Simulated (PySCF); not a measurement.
# DyF: f occupation and spin

Unrestricted PBE0; basis Dy x2c-SVPall, F x2c-SVPall; spin-free X2C with a Gaussian nucleus; PySCF 2.14. The search starts from ions with several 4f fillings and holds each by maximum overlap.

The lowest solution has 2Ms+1 = 6, about 9.6 4f electrons, near 1.98 Å.

The lowest solution of each spin and filling, followed along the bond (rough minima from three points):

```json
{"2Ms+1": "6", "4f population": "9.62", "⟨S²⟩ at the start": "8.76", "R at minimum (Å)": "1.98", "Te (eV)": "0.00"}
{"2Ms+1": "6", "4f population": "9.07", "⟨S²⟩ at the start": "8.76", "R at minimum (Å)": "1.94", "Te (eV)": "0.42"}
{"2Ms+1": "4", "4f population": "10.00", "⟨S²⟩ at the start": "4.76", "R at minimum (Å)": "2.03", "Te (eV)": "0.44"}
{"2Ms+1": "8", "4f population": "9.03", "⟨S²⟩ at the start": "15.75", "R at minimum (Å)": "1.97", "Te (eV)": "0.99"}
```

Solutions at the starting distance of 2.115 Å, counted from the lowest; the search is not exhaustive:

```csv
2Ms+1,4f population,E (eV),⟨S²⟩,⟨Lz²⟩,μ (D)
6,9.62,0.00,8.76,11.1,-3.38
6,10.00,0.31,8.76,9.0,-3.93
4,10.00,0.34,4.76,11.7,-3.81
4,9.98,0.35,4.77,11.8,-3.82
4,9.98,0.41,4.77,9.0,-3.82
6,9.07,0.55,8.76,10.1,-2.65
4,9.99,0.91,4.77,14.0,-3.76
8,9.03,1.01,15.75,10.7,-4.12
8,9.03,1.17,15.75,11.0,-4.12
4,9.96,1.21,4.79,7.3,-3.76
8,9.03,1.52,15.75,10.0,-2.19
8,9.04,1.53,15.75,11.0,-2.20
6,9.21,1.80,9.58,13.6,-3.55
```

Partly filled real f orbitals mix terms, so no term symbols are given. A population far from a whole number shows f orbitals mixing with d and ligand orbitals, not a clean configuration. A positive dipole means Dy(−)F(+).

Spin–orbit coupling is left out. With d or f electrons several states lie close, and the lowest PBE0 determinant need not be the measured ground state.
